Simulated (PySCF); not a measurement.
## S⁺: interval between two levels

S⁺ [Ne] 3s2 3p3 [4S3/2, M_J = 3/2] → S⁺ [Ne] 3s1 3p3 4s1 [6S5/2, M_J = 5/2], as a difference of total energies. All numbers are calculated (PySCF 2.14, the two-component X2C-1e Hamiltonian, in x2c-TZVPall-2c with one added diffuse shell each of s, p type (6s7p2d1f, 44 functions)). Correlated levels: [Ne] frozen; the 6 highest virtual spinors dropped. "Screened" scales the spin-orbit matrix elements by Boettger's factors to mimic the two-electron term; Breit and QED terms are absent.

```tsv
method	interval between two levels (cm⁻¹)
GHF (screened spin-orbit)	150120
GMP2 (screened spin-orbit)	162160
```

The labels give the starting determinants; with spin-orbit coupling the two ends relaxed to ⟨J²⟩ = 3.75, ⟨L²⟩ = 0.00, ⟨S²⟩ = 3.75 and ⟨J²⟩ = 8.75, ⟨L²⟩ = 0.00, ⟨S²⟩ = 8.75.

The promoted electron is Rydberg-like, and one or two diffuse shells describe it only roughly, which tends to raise the upper state.
